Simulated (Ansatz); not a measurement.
`N[Si](F)(Cl)Cl` + CH₃OH → `CO[Si](N)(F)Cl` + HCl  (ligand exchange at the Si–Cl bond)

Calculated with Ansatz (gas phase, PBE0-D4/def2-TZVP geometries, no zero-point term in ΔE). CCSD(T)/CBS adds triple-zeta CCSD(T) − MP2 to the extrapolated MP2 energy (def2 sets, frozen cores). This one scheme is used for every species. Functionals use def2-TZVPP. B3LYP here is the variant with VWN-RPA as its local correlation; programs differ in this. HSE06 is defined as in plane-wave codes. One conformer a species, not always the lowest.

`N[Si](F)(Cl)Cl`:

Z-matrix (Å, degrees):
```
Si
F 1 1.585
Cl 1 2.027 2 105.7
N 1 1.676 2 114.8 3 120.5
Cl 1 2.027 2 105.7 3 -119.0
H 4 1.005 1 122.5 2 -82.5
H 4 1.005 1 122.4 2 83.0
```

CH₃OH:

```xyz
6

C     0.052   -0.338    0.100
O     0.014    1.064    0.237
H     0.385   -0.744    1.056
H     0.759   -0.663   -0.673
H    -0.934   -0.763   -0.126
H    -0.275    1.444   -0.594
```

`CO[Si](N)(F)Cl`:

Z-matrix (Å, degrees):
```
C
O 1 1.414
H 1 1.094 2 110.8
H 1 1.093 2 111.4 3 121.5
H 1 1.090 2 107.9 3 -118.9
Si 2 1.614 1 125.3 3 -69.4
F 6 1.593 2 107.3 1 -44.4
N 6 1.675 2 108.2 1 -168.9
Cl 6 2.041 2 113.2 1 70.1
H 8 1.005 6 122.5 2 38.1
H 8 1.004 6 122.8 2 -153.3
```

HCl:

Z-matrix (Å, degrees):
```
Cl
H 1 1.279
```

```csv
level,ΔE (kJ/mol),difference from CCSD(T)/CBS
LDA (SPW92),-18.1,2.3
PBE-D4,-10.7,9.7
revPBE-D4,-10.5,9.9
BLYP-D4,-20.2,0.2
r2SCAN-D4,-17.9,2.5
B97M-V,-18.1,2.3
PBE0-D4,-13.2,7.2
B3LYP-D4,-21.7,-1.3
r2SCANh-D4,-18.2,2.2
r2SCAN0-D4,-18.8,1.6
HSE06-D4,-12.8,7.6
BHLYP-D4,-24.6,-4.2
ωB97M-V,-18.6,1.8
B2PLYP,-20.7,-0.3
PBE-QIDH,-16.3,4.1
PBE,-8.8,11.6
revPBE,-5.4,15.0
BLYP,-16.8,3.6
r2SCAN,-17.0,3.4
B3LYP,-19.2,1.2
r2SCANh,-17.3,3.1
HSE06,-11.1,9.3
BHLYP,-23.4,-3.0
CAM-B3LYP,-24.1,-3.7
LC-ωPBE,-16.1,4.3
RPA@PBE/def2-TZVPP,-26.1,-5.7
HF/def2-SVP,-21.6,-1.2
MP2/def2-SVP,-20.2,0.2
CCSD/def2-SVP,-22.3,-1.9
CCSD(T)/def2-SVP,-21.9,-1.5
HF/def2-TZVPP,-26.7,-6.3
MP2/def2-TZVPP,-20.2,0.2
SCS-MP2/def2-TZVPP,-22.7,-2.3
CCSD/def2-TZVPP,-25.5,-5.1
CCSD(T)/def2-TZVPP,-24.3,-3.9
HF/def2-QZVPP,-27.6,-7.2
MP2/def2-QZVPP,-18.2,2.2
SCS-MP2/def2-QZVPP,-20.8,-0.4
HF/CBS(def2),-27.8,-7.4
MP2/CBS(def2),-16.2,4.2
CCSD(T)/CBS,-20.4,0
```

Largest T1 diagnostic among the species: 0.010.

From BLYP to BHLYP (50 % exact exchange), in def2-TZVPP and without D4, ΔE moves by −6.7 kJ/mol. Leaving LDA and LC-ωPBE aside and taking each functional with its dispersion term where it has one, the values, not all of them listed here, spread over 15.4 kJ/mol, from CAM-B3LYP-D4 to revPBE-D4. LDA lies −9.3 kJ/mol from PBE without D4.
